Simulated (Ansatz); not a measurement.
Job for Ansatz (a program for electronic structure): R-B3LYP/def2-TZVPPD on AsH3 (SMILES [AsH3]) with ghost functions, monomers drawn apart or pushed together. Files ending in .json are basis or fitting sets from the Basis Set Exchange.

Ansatz 0.2 input:
```yaml
crystal:
  periodic: [false, false, false]
  atoms:
    - {symbol: As, position_ang: [-0.24589795, -0.19971429, 0.14388447]}
    - {symbol: H, position_ang: [-0.93105301, 0.73324079, -0.84218941]}
    - {symbol: H, position_ang: [-0.41634523, -1.41915382, -0.74823450]}
    - {symbol: H, position_ang: [1.14502960, 0.10943673, -0.38686969]}
basis:
  gaussian:
    orbitals: def2-TZVPPD.json
    ghost_atoms:
      - {symbol: Br, position_ang: [-1.56618538, -0.26095875, 6.10438152]}
      - {symbol: H, position_ang: [-1.25518419, -0.24621073, 4.69907636]}
hamiltonian:
  xc: {name: B3LYP}
scf: {lower_state_search: off}
```

Output:

```
WARN ansatz: RAYON_NUM_THREADS=1 ignored (pool sized by the plan → 1); use --threads N
Functional definition: B3LYP
these checks for a lower state are left out or cut short: stability, starts, cluster_reference, orbital_swaps, neighbouring_geometries, increment
integrals: 0.08 GiB planned
1075 factors; their error is unknown
mean field: 0.68 GiB planned
mean field evaluation 1: about -60890.7380 eV, gradient 1.3e1 eV
mean field evaluation 2: about -60890.9712 eV, gradient 8.0e0 eV
mean field evaluation 4: about -60891.0464 eV, gradient 4.0e-1 eV
mean field evaluation 8: about -60891.2361 eV, gradient 2.0e-2 eV
mean field -60891.23608786 eV, -2237.7116526666 hartree, gradient 3.7e-6 eV, S^2 0.000000; 0 other end points of the search recorded, 0 dependent functions left out
reference -60891.23632031 eV, -2237.7116612089 hartree; 18, 18 occupied and 161, 161 virtual orbitals, 1075 factors
Total energy: -60891.23632031 eV, -2237.7116612089 hartree
Checks for a lower state left out: stability, starts, cluster_reference, orbital_swaps, neighbouring_geometries, increment
```

Self-consistency was reached.

Cost: roughly 2.2 core-seconds.
